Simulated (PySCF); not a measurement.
Trend along the alkali metals: MRb cations

PBE0 with double-zeta basis sets in PySCF, for the lowest determinant that a PBE0 search found; no spin–orbit coupling. De refers to high-spin ground-configuration atoms (the charge goes to the atom of lower measured ionisation energy or higher electron affinity, which is not always the lowest computed limit). A positive dipole points towards Rb; it is taken about the centre of mass and depends on that origin.

```json
{"M": "Li", "basis": "def2-SVPD", "charged atom": "Rb+", "state (unpaired electrons)": "doublet (σ ↑)", "Re (Å)": "4.099", "ωe (cm⁻¹)": "127", "De (eV)": "0.48", "μ (D)": "-4.72"}
{"M": "Na", "basis": "def2-SVPD", "charged atom": "Rb+", "state (unpaired electrons)": "doublet (σ ↑)", "Re (Å)": "4.318", "ωe (cm⁻¹)": "70.1", "De (eV)": "0.49", "μ (D)": "-2.39"}
{"M": "K", "basis": "def2-SVP", "charged atom": "Rb+", "state (unpaired electrons)": "doublet (σ ↑)", "Re (Å)": "4.795", "ωe (cm⁻¹)": "50.8", "De (eV)": "0.73", "μ (D)": "-3.62"}
{"M": "Rb", "basis": "def2-SVPD", "charged atom": "Rb+", "state (unpaired electrons)": "doublet (σ ↑)", "Re (Å)": "5.065", "ωe (cm⁻¹)": "37.1", "De (eV)": "0.75", "μ (D)": "n/a"}
{"M": "Cs", "basis": "def2-SVP", "charged atom": "Cs+", "state (unpaired electrons)": "doublet (σ ↑)", "Re (Å)": "5.263", "ωe (cm⁻¹)": "32.5", "De (eV)": "0.60", "μ (D)": "1.17"}
```

The shortest bond is that of RbLi⁺ (4.099 Å), the longest that of CsRb⁺ (5.263 Å).

The rows differ in basis set, which adds steps of its own.

Down a group the atoms grow and get heavier, so bonds lengthen and wavenumbers fall; this series shows no clear exception.

Weak bonds: RbLi⁺, RbNa⁺. Basis-set superposition, not corrected here, can be much of De in a small basis, most of all at correlated wavefunction levels. Spin–orbit coupling is left out. For an ion De counts to the pair picked by the measured ionisation energies or electron affinities, which need not be the lowest pair at this level. States were picked by a PBE0 search and need not be the measured ground states.
